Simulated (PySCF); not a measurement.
C7H11FO.
Geometry (PBE0-D3(BJ)/def2-SVP, Å), atoms numbered from 1 in this order:
```
atom  x, y, z in Å
C1     3.7362   -1.0496    0.1698
C2     2.6623   -0.6246   -0.1957
C3     1.3673   -0.1174   -0.6197
C4     0.2085   -0.4428    0.3512
C5     0.0541   -1.9435    0.5382
C6     0.4651    0.1946    1.7134
F7     0.8339    1.5160    1.5986
O8    -1.0173   -0.0263   -0.2135
C9    -1.2591    1.3432   -0.3863
H10    4.6930   -1.4212    0.4866
H11    1.0996   -0.5359   -1.6040
H12    1.4416    0.9750   -0.7375
H13   -0.2324   -2.3953   -0.4218
H14   -0.7486   -2.1545    1.2602
H15    0.9894   -2.4034    0.8847
H16   -0.4550    0.1352    2.3188
H17    1.2773   -0.3421    2.2291
H18   -1.3151    1.8932    0.5681
H19   -2.2294    1.4252   -0.8961
H20   -0.4997    1.8383   -1.0181
```

Jobs on this species (20 atoms, 70 electrons) with PySCF (density fitting). Hardware of each: one thread, x86-64 server (shared host). Other jobs ran on the host; a repeat could differ by tens of per cent or more.

```
                level and settings                                         work  basis functions  SCF cycles  wall time
PBE0/pcSseg-1, IEF-PCM cyclohexane                                   shieldings              208           ?          ?
 PBE0/pcSseg-1, IEF-PCM chloroform      shieldings, charges and field gradients              208          14       41 s
PBE0-D3(BJ)/def2-SVP, grid level 1  geometry optimisation from a GFN2-xTB start              181          48    1.8 min
```

Question: Fill in the missing figures.

Answer: 
- PBE0/pcSseg-1, IEF-PCM cyclohexane; shieldings: 39 s, 14 SCF cycles

Question: What do all jobs in the table cost together?

Answer: About 3.1 min; the longest takes about 57 % of that, and about 2.8 times as long as the shortest.
